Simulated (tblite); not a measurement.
C4H13FSSi2.
SMILES with atom numbers: `[CH3:1][CH2:2][S:3][Si@@H:4]([CH2:5][F:6])[CH2:7][SiH3:8]` (hydrogens: H9, H10, H11 on C1; H12, H13 on C2; H14 on Si4; H15, H16 on C5; H17, H18 on C7; H19, H20, H21 on Si8)

Structure optimised with GFN2-xTB, isolated species.

Give the optimised bond lengths and angles.

```
                     bond  length (bohr)   order
                    C1–C2          2.864  single
                    C2–S3          3.467  single
                   S3–Si4          4.069  single
                   Si4–C5          3.634  single
                    C5–F6          2.609  single
                   Si4–C7          3.567  single
                   C7–Si8          3.610  single
    C1–H9, C1–H10, C1–H11          2.055  single
                   C2–H12          2.058  single
                   C2–H13          2.057  single
                  Si4–H14          2.775  single
                   C5–H15          2.067  single
                   C5–H16          2.067  single
                   C7–H17          2.059  single
                   C7–H18          2.058  single
Si8–H19, Si8–H20, Si8–H21          2.766  single
```

Bonds in one row agree within 0.02 bohr and their mean is given. Orders are formal, as drawn. A selection of angles:
```
      angle  degrees
   C2–C1–H9    110.9
  C2–C1–H10    110.0
  H9–C1–H10    108.4
  H9–C1–H11    108.7
   C1–C2–S3    112.1
  C1–C2–H12    110.7
  C1–C2–H13    111.8
  S3–C2–H12    104.8
  S3–C2–H13    108.2
 H12–C2–H13    109.0
  C2–S3–Si4    102.6
  S3–Si4–C5    108.0
  S3–Si4–C7    107.9
 S3–Si4–H14    109.2
  C5–Si4–C7    110.5
 C5–Si4–H14    107.8
 C7–Si4–H14    113.3
  Si4–C5–F6    109.8
 Si4–C5–H15    113.4
 Si4–C5–H16    112.5
  F6–C5–H15    105.9
  F6–C5–H16    106.4
 H15–C5–H16    108.5
 Si4–C7–Si8    116.4
 Si4–C7–H17    108.6
 Si4–C7–H18    107.7
 Si8–C7–H17    108.7
 Si8–C7–H18    108.5
 H17–C7–H18    106.5
 C7–Si8–H19    109.3
 C7–Si8–H21    107.9
H19–Si8–H20    110.4
```

Dihedral angles: C1–C2–S3–Si4 82° (synclinal); C2–S3–Si4–C5 62° (synclinal); S3–Si4–C5–F6 166° (antiperiplanar); S3–Si4–C7–Si8 -62° (synclinal).

Si4 (SiH silicon) is distorted tetrahedral (angles from 107.8° to 113.3°). Of the pairs four or more bonds apart, Si4···H9 is among the closest relative to their van der Waals radii: 3.29 Å, 100 % of the sum of Bondi's values. The C–Si distances run from 1.887 Å (Si4–C7, drawn single) to 1.923 Å (Si4–C5, drawn single), a spread of 0.036 Å. Si8 (SiH3 silicon) is tetrahedral (angles from 107.9° to 110.4°).

Point group: C1 (no symmetry element, even within 0.4 Å). Its lowest GFN2-xTB frequency is 18i cm⁻¹, too small to tell a flat minimum from a shallow saddle. One conformer, not necessarily the lowest.

The run took 1.5 s of wall time on one thread of an Arm Neoverse V2, shared host. That covers the optimisation of the geometry.

The numbers are calculated, not measured.
